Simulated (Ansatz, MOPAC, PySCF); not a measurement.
Molecule: CH2BO, charge 0, multiplicity 2. SMILES: [BH2-]C#[O+]
Coordinates optimised at B3LYP-D3(BJ)/def2-TZVP (Ansatz, an electronic-structure program):
```xyz
5

B     -0.2250    -0.0101    -1.3469
H     -0.3344     1.0404    -1.8868
H     -0.2945    -1.0685    -1.8777
C      0.0170     0.0008     0.1019
O      0.2065     0.0092     1.2360
```
Charge 0, spin multiplicity 2.

Unscaled harmonic wavenumbers (cm⁻¹) in rising order, each level at the stationary point that it reaches from this structure (no distance between atoms moves by over 0.3 Å); the order of modes can differ between levels, and a negative number is imaginary. B3LYP-D3(BJ)/def2-TZVP (PySCF, at the structure above): 343, 404, 721, 848, 919, 1147, 2123, 2621, 2717.

PM7 (MOPAC): 335, 342, 549, 723, 771, 1026, 2120, 2639, 2650. Zero-point energy 15.9 against 16.9 kcal/mol; where all levels lie over 400 cm⁻¹, the wavenumbers are on average 0.904 times those of B3LYP-D3(BJ)/def2-TZVP.

HF/3-21G (Ansatz): 411, 464, 836, 961, 963, 1258, 2200, 2754, 2858. Zero-point energy 18.2 against 16.9 kcal/mol; where all levels lie over 400 cm⁻¹, the wavenumbers are on average 1.082 times those of B3LYP-D3(BJ)/def2-TZVP.

B3LYP/6-31G* (Ansatz): 344, 398, 716, 854, 926, 1154, 2137, 2650, 2746. Zero-point energy 17.0 against 16.9 kcal/mol; where all levels lie over 400 cm⁻¹, the wavenumbers are on average 1.006 times those of B3LYP-D3(BJ)/def2-TZVP.
